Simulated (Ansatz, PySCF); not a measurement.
CH8MoO, SMILES [O](C)[MoH5], multiplicity 1. Atoms are numbered in the order given.

```xyz
11

Mo    -0.6697     0.3010     0.4953
O     -0.7090    -0.4127    -1.2157
C      0.0721    -0.9724    -2.2252
H     -0.5739    -1.2218    -3.0829
H      0.8446    -0.2624    -2.5637
H      0.5623    -1.8962    -1.8760
H      0.3633     0.6471     1.7396
H     -0.8904    -0.7151     1.8230
H     -0.4294     1.9579     0.6977
H      0.5973    -0.6705     0.7742
H      0.8461     0.7715     0.1667
```

The structure is a stationary point at PBE0-D3(BJ)/def2-SVP. The multiplicity is an assumed one; no other spin state was optimised. The structure was generated by enumeration; whether it is a known compound was not checked. The def2 effective core potentials stand for the cores of Mo; spin–orbit coupling is left out.

Two levels are set side by side: PBE-D3(BJ)/def2-SVP (Ansatz, a quantum-chemistry and plane-wave program) and PBE0-D3(BJ)/def2-SVP (Ansatz). Each level has its own optimised geometry; the coordinates shown are those of the second. Frequencies come from the Hessian of PySCF at each geometry. Differences are taken from unrounded values.

```tsv
quantity	PBE0-D3(BJ)
mean bond length (Å)	1.482
bond Mo1–O2 (Å)	1.854
bond O2–C3 (Å)	1.394
bond Mo1–H7 (Å)	1.654
bond Mo1–H8 (Å)	1.686
bond Mo1–H9 (Å)	1.686
bond Mo1–H10 (Å)	1.621
bond Mo1–H11 (Å)	1.621
bond C3–H4 (Å)	1.102
bond C3–H5 (Å)	1.102
bond C3–H6 (Å)	1.102
highest harmonic wavenumber (cm⁻¹)	3134
mean harmonic wavenumber (cm⁻¹)	1309
zero-point energy (kcal/mol)	50.54
```

**Question.** What does PBE-D3(BJ) give, and how far is it from PBE0-D3(BJ)? (The exact figures need the calculation; the answer reports its results.)

**Answer.** 
| quantity | PBE-D3(BJ) | PBE-D3(BJ) minus PBE0-D3(BJ) |
|---|---|---|
| mean bond length (Å) | 1.496 | 0.013 |
| bond Mo1–O2 (Å) | 1.867 | 0.013 |
| bond O2–C3 (Å) | 1.408 | 0.014 |
| bond Mo1–H7 (Å) | 1.672 | 0.018 |
| bond Mo1–H8 (Å) | 1.700 | 0.014 |
| bond Mo1–H9 (Å) | 1.700 | 0.014 |
| bond Mo1–H10 (Å) | 1.638 | 0.017 |
| bond Mo1–H11 (Å) | 1.638 | 0.017 |
| bond C3–H4 (Å) | 1.111 | 0.009 |
| bond C3–H5 (Å) | 1.111 | 0.008 |
| bond C3–H6 (Å) | 1.111 | 0.008 |
| highest harmonic wavenumber (cm⁻¹) | 3042 | -92 |
| mean harmonic wavenumber (cm⁻¹) | 1267 | -42 |
| zero-point energy (kcal/mol) | 48.90 | -1.64 |

GGA bonds tend to be longer and softer than those of functionals with exact exchange. Differences between two approximate levels are no errors against the true value.
